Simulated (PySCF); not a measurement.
**Stationary points of AlBr₂**

Level of theory: PySCF, PBE0, basis Al def2-TZVP, Br def2-TZVP (no relativity, density fitting).

Relaxations began from a few typed shapes; open shells are unrestricted. The search is not exhaustive: other isomers or separated fragments can lie lower, and high-lying points may rest on an excited occupation.

Question: Order these stationary points by electronic energy, lowest first, in kJ/mol from the lowest minimum.
A. doublet C2v: Al–Br 2.267 Å (×2); Br–Al–Br 119.7°
B. doublet D∞h: Al–Br 2.329 Å (×2); Br–Al–Br 180.0°

Answer: A (0.0), B (64.9).

Question: Which of them are minima?

Answer: By energy in kJ/mol, 0.0: minimum; 64.9: saddle point, 2 imaginary modes.
